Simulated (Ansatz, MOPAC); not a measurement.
Species: PbCl, net charge 0, doublet state. SMILES: [Pb][Cl]

Atoms: Pb1, Cl2. Bonds: Pb1-Cl2.

Bond lengths (Å) and angles (degrees) optimised at PM6 with MOPAC; HF/6-31G* with LANL2DZ past Ar with Ansatz (a first-principles code); B3LYP/LANL2DZ with Ansatz, each started from the B3LYP-D3(BJ)/def2-TZVP structure (Ansatz) of the last column. A row stands for all coordinates that are equal there. 6-31G* holds six Cartesian d functions.

| coordinate | PM6 | HF/6-31G* with LANL2DZ past Ar | B3LYP/LANL2DZ | B3LYP-D3(BJ)/def2-TZVP |
|---|---|---|---|---|
| Pb1-Cl2 | 1.781 | 2.487 | 2.518 | 2.491 |

Mean signed difference of all 1 bond lengths from B3LYP-D3(BJ)/def2-TZVP: PM6 -0.710 Å, HF/6-31G* with LANL2DZ past Ar -0.004 Å, B3LYP/LANL2DZ 0.027 Å.
